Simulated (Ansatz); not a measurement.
F2H4O2Si2 (`O[SiH](F)O[SiH2]F`), relaxed with RKS PBE0-D4/def2-TZVP in Ansatz from a PBE-D4/def2-SVP geometry. The force threshold is 0.005 eV/Å; the program also tests the step.

Total charge 0; spin multiplicity 1.

Start:

```xyz
10

O    -1.416    0.614   -2.055
Si   -1.211    0.592   -0.415
F    -2.321   -0.367    0.299
O     0.270   -0.039   -0.026
Si    1.487   -0.529    0.985
F     2.808   -0.793    0.063
H    -1.165   -0.198   -2.530
H    -1.383    1.981    0.078
H     1.812    0.560    1.959
H     1.118   -1.821    1.643
```

```tsv
step	energy (eV)	largest force (eV/Å)	largest move (Å)
1	-25344.6353	1.068	0.000
2	-25344.7375	0.640	0.033
3	-25344.7784	0.079	0.035
4	-25344.7794	0.094	0.009
5	-25344.7819	0.072	0.049
6	-25344.7821	0.016	0.012
7	-25344.7825	0.007	0.021
8	-25344.7828	0.015	0.033
9	-25344.7828	0.036	0.043
10	-25344.7830	0.028	0.004
11	-25344.7832	0.008	0.021
14	-25344.7834	0.006	0.005
17	-25344.7836	0.060	0.073
20	-25344.7838	0.022	0.016
23	-25344.7841	0.034	0.041
26	-25344.7846	0.041	0.020
29	-25344.7868	0.023	0.051
32	-25344.7908	0.024	0.034
35	-25344.7929	0.016	0.040
38	-25344.7965	0.084	0.056
41	-25344.8017	0.098	0.098
44	-25344.8070	0.099	0.083
47	-25344.8110	0.034	0.045
50	-25344.8120	0.025	0.004
53	-25344.8122	0.010	0.021
56	-25344.8122	0.002	0.001
```

End:

```xyz
10

O    -0.809    0.678   -1.797
Si   -1.315    0.557   -0.263
F    -2.362   -0.629   -0.111
O    -0.092    0.230    0.759
Si    1.356   -0.487    0.895
F     1.767   -1.041   -0.549
H    -0.215    0.015   -2.155
H    -1.970    1.813    0.107
H     2.371    0.505    1.302
H     1.268   -1.641    1.811
```

It took 110 s on 4 threads of an Intel Xeon 6975P-C on a shared host, with 0.67 GiB of host memory at the peak.
